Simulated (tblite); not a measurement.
Compound: C6H9FOSi.
Cartesian coordinates in Å at the GFN2-xTB level; atoms count from 1:
```
atom  x, y, z in Å
C1    -2.5756    0.3296    0.5443
C2    -1.7439    0.3680   -0.7389
C3    -0.2887    0.1182   -0.4402
C4     0.3487   -1.0232   -0.7256
Si5    2.1409   -1.2836   -0.3068
F6     2.3325   -2.5570    0.6816
C7     2.4559    0.3174    0.5884
C8     1.5039    1.2474    0.6651
O9     0.2489    1.2073    0.1735
H10   -2.2197    1.0806    1.2452
H11   -3.6207    0.5302    0.3213
H12   -2.5003   -0.6478    1.0157
H13   -2.1044   -0.3850   -1.4392
H14   -1.8433    1.3532   -1.1999
H15   -0.2308   -1.7935   -1.2105
H16    3.0385   -1.5966   -1.4118
H17    3.3991    0.5425    1.0594
H18    1.6501    2.1987    1.1667
```

Computed with GFN2-xTB (tblite): harmonic, unscaled wavenumbers at the GFN2-xTB geometry, gas phase. This tight-binding method is rough: wavenumbers can miss measured ones by several per cent, in bad cases by 10 to 20. Modes of hydrogen on silicon can be 10 to 20 % off. One conformer, not necessarily the lowest.

Harmonic wavenumbers (cm⁻¹): 38.7, 91.2, 94.1, 158.4, 204.7, 235.3, 270.1, 323.0, 354.9, 404.8, 465.0, 573.9, 621.6, 658.3, 697.7, 754.2, 771.7, 800.5, 809.8, 821.5, 836.9, 909.6, 915.9, 986.7, 1071.2, 1080.2, 1090.6, 1132.3, 1226.0, 1239.8, 1298.1, 1312.4, 1339.0, 1406.2, 1465.5, 1496.2, 1501.4, 1620.8, 1653.6, 2299.6, 2976.5, 3006.4, 3020.2, 3037.3, 3038.9, 3045.8, 3081.2, 3092.8.

A = 2483, B = 904.1, C = 751.1 MHz; mass 144.041 u (most abundant isotopes); point group C1, symmetry number 1.

Q: Zero-point energy?

A: Half the sum of the wavenumbers: 29665 cm⁻¹ = 84.82 kcal/mol.

Q: Give the ideal-gas entropy at 200 K and 1 bar in the rigid-rotor, harmonic-oscillator model (classical rotation).

A: Translation 38.85, rotation 28.44, vibration 18.41: S = 85.7 cal/(mol K).

Q: And Cp and H(200 K) − H(0)?

A: Cp = 28.25 cal/(mol K), of which vibrations give 20.30 (their classical limit is 48 R = 95.4); H(200 K) − H(0) = 3.60 kcal/mol without the zero-point energy, 2.01 from vibrations.

Q: Blend soft modes into free rotors: weight 1/[1 + (100 cm⁻¹/ν̃)⁴] for the oscillator and the rest for a rotor with moment μB/(μ + B), μ = h/(8π²ν), B = 10⁻⁴⁴ kg m². What vibrational entropy results?

A: 17.04 cal/(mol K) in place of 18.41, which changes −T·S at 200 K by +0.27 kcal/mol.

Q: How do the functions run with temperature in this model?

A: 
| T (K) | S (cal/(mol K)) | Cp (cal/(mol K)) | H − H(0) (kcal/mol) | G − H(0) (kcal/mol) | ln q(vib) |
| --- | --- | --- | --- | --- | --- |
| 150 | 78.3 | 23.2 | 2.32 | -9.44 | 2.94 |
| 250 | 92.6 | 33.5 | 5.14 | -18.00 | 5.47 |
| 298.15 | 98.9 | 38.5 | 6.88 | -22.61 | 6.70 |
| 400 | 111.6 | 48.4 | 11.32 | -33.34 | 9.30 |
| 600 | 134.2 | 63.0 | 22.56 | -57.98 | 14.37 |
| 900 | 162.6 | 76.5 | 43.68 | -102.65 | 21.52 |

q(vib) and H(0) count from the zero-point level.

Hindered rotation and anharmonicity are outside this model. Other conformers, if any are populated, would add a mixing term that is left out. The structure is chiral; the term R ln 2 for an equal mix with its mirror image is left out.

The run took 0.62 s wall on Intel Xeon 6975P-C, one thread, no GPU, shared host with 192 logical CPUs at a one-minute load of 76. The figure is for the frequency step alone.
